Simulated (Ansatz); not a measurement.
Start from `[F][Sb]([F])[Cl]` and change one atom or group to get `[F][Sb]([SiH3])[Cl]`.

Ansatz, PBE0-D4/def2-TZVP geometries, multiplicity 1. 

Elements past krypton have def2 core potentials.

| property | `[F][Sb]([F])[Cl]` |
| --- | --- |
| HOMO–LUMO gap (ωB97M-V/def2-TZVPP) / eV | 11.34 |
| HOMO energy (PBE0/def2-TZVPP) / eV | -9.18 |
| LUMO energy (B3LYP/def2-TZVPP) / eV | -2.04 |
| HOMO energy (ωB97M-V/def2-TZVPP) / eV | -11.30 |
| HOMO–LUMO gap (PBE/def2-TZVPP) / eV | 5.37 |
| ideal-gas entropy at 298 K and 1 bar (rigid rotor, harmonic PBE0-D4/def2-TZVP) / J/(mol·K) | 324 |

Q: What does the change do to each property? (Estimate.)

A: Ansatz gave: 
```json
{"property": "HOMO–LUMO gap (ωB97M-V/def2-TZVPP) / eV", "`[F][Sb]([SiH3])[Cl]`": "9.28", "shift": "-2.06"}
{"property": "HOMO energy (PBE0/def2-TZVPP) / eV", "`[F][Sb]([SiH3])[Cl]`": "-7.35", "shift": "1.83"}
{"property": "LUMO energy (B3LYP/def2-TZVPP) / eV", "`[F][Sb]([SiH3])[Cl]`": "-2.08", "shift": "-0.04"}
{"property": "HOMO energy (ωB97M-V/def2-TZVPP) / eV", "`[F][Sb]([SiH3])[Cl]`": "-9.32", "shift": "1.98"}
{"property": "HOMO–LUMO gap (PBE/def2-TZVPP) / eV", "`[F][Sb]([SiH3])[Cl]`": "3.65", "shift": "-1.72"}
{"property": "ideal-gas entropy at 298 K and 1 bar (rigid rotor, harmonic PBE0-D4/def2-TZVP) / J/(mol·K)", "`[F][Sb]([SiH3])[Cl]`": "368", "shift": "44"}
```

With PBE0 the HOMO rises by 1.83 eV and the LUMO falls by 0.08 eV, so the gap narrows by about 1.91 eV. PBE moves the HOMO by 1.61 eV and ωB97M-V by 1.98 eV. The zero-point energy changes by 59.0 kJ/mol with +9 modes.

B3LYP here is the variant with VWN-RPA as its local correlation; programs differ in this.

Spin–orbit coupling is left out; it splits and shifts lone-pair levels of the heavy atoms by tenths of an eV.
